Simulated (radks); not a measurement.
Xe IV, configuration [Kr] 4d10 5s2 5p3. Method: Dirac Kohn-Sham, PBEsol, spin-unpolarised, spherical densities, point nucleus; open shells fill j = l - 1/2 first; computed with a radial shooting solver on a logarithmic mesh with Libxc functionals.

Spin-orbit splittings of the eigenvalues, e(l+1/2) - e(l-1/2), with zeta = 2 splitting/(2l+1) and mean radii in bohr:

| shell | occ. | splitting (eV) | zeta (eV) | <r> j=l-1/2 | <r> j=l+1/2 |
|---|---|---|---|---|---|
| 2p | 6 | 324.4 | 216.3 | 0.09623 | 0.1020 |
| 3p | 6 | 61.61 | 41.07 | 0.2963 | 0.3080 |
| 3d | 10 | 13.03 | 5.211 | 0.2788 | 0.2825 |
| 4p | 6 | 12.35 | 8.232 | 0.7453 | 0.7732 |
| 4d | 10 | 2.003 | 0.8010 | 0.8670 | 0.8777 |
| 5p | 3 | 1.714 | 1.143 | 1.961 | 2.030 |
